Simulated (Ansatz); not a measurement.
Reaction (cleavage of the Ge–Si bond): `F[SiH]([AlH2])[GeH3]` + CH₃NH₂ → `C[NH][GeH3]` + `F[SiH2][AlH2]`

Calculated with Ansatz (gas phase, PBE0-D4/def2-TZVP geometries, no zero-point term in ΔE). CCSD(T)/CBS is the MP2 limit (def2-TZVPP, def2-QZVPP) plus CCSD(T) − MP2 in def2-TZVPP, frozen cores. DFT in def2-TZVPP. B3LYP here is the variant with VWN-RPA as its local correlation; programs differ in this. For Ge outer-core shells are correlated without core-valence functions, which leaves a few kJ/mol of doubt a bond. Scalar relativity is left out up to krypton.

| level | ΔE (kcal/mol) | difference from CCSD(T)/CBS |
| --- | --- | --- |
| LDA (SPW92) | 7.9 | 3.1 |
| r2SCAN-D4 | 6.6 | 1.8 |
| B97M-V | 5.9 | 1.1 |
| B3LYP-D4 | 5.6 | 0.8 |
| r2SCAN0-D4 | 6.3 | 1.5 |
| CAM-B3LYP-D4 | 4.2 | -0.6 |
| ωB97X-V | 4.4 | -0.4 |
| ωB97M-V | 4.9 | 0.1 |
| B2PLYP | 4.2 | -0.6 |
| PBE-QIDH | 5.2 | 0.4 |
| PBE | 8.4 | 3.6 |
| B3LYP | 5.4 | 0.6 |
| r2SCANh | 6.4 | 1.6 |
| CCSD/def2-SVP | 2.6 | -2.2 |
| CCSD/def2-TZVPP | 3.7 | -1.1 |
| CCSD(T)/def2-TZVPP | 4.0 | -0.8 |
| CCSD(T)/CBS | 4.8 | 0 |

Largest T1 diagnostic among the species: 0.012.

From BLYP to BHLYP (50 % exact exchange), in def2-TZVPP and without D4, ΔE moves by −2.1 kcal/mol. Leaving LDA and LC-ωPBE aside and taking each functional with its dispersion term where it has one, the values, not all of them listed here, spread over 4.2 kcal/mol, from B2PLYP to PBE-D4.
